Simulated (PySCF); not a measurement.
**Ionisation energy of Pt by level of theory**

Pt [Xe] 4f14 5d9 6s1 (3D) → Pt⁺ [Xe] 4f14 5d9 (2D), as a difference of total energies. All numbers are calculated (PySCF 2.14, scalar relativity by spin-free X2C-1e, in x2c-TZVPPall with one added diffuse shell each of s, p, d, f type (12s8p8d4f1g, 113 functions)). Correlated levels: valence: [Xe] 4f14 frozen. The calculations carry no spin-orbit coupling.

```tsv
method	ionisation energy (eV)	plus first-order spin-orbit estimate	error of that sum (eV)
UHF	7.593	7.573	-1.386
MP2 (valence)	8.956	8.936	-0.023
SCS-MP2 (valence)	8.747	8.727	-0.232
CCSD (valence)	8.729	8.709	-0.250
CCSD(T) (valence)	8.812	8.792	-0.167
```

Reference: 8.959 eV (measured; NIST Atomic Spectra Database, ionization energies).

A first-order spin-orbit estimate (lowest level to lowest level, LS coupling) adds -0.020 eV.

Errors of the correlated levels include the incompleteness of this basis and the frozen core.
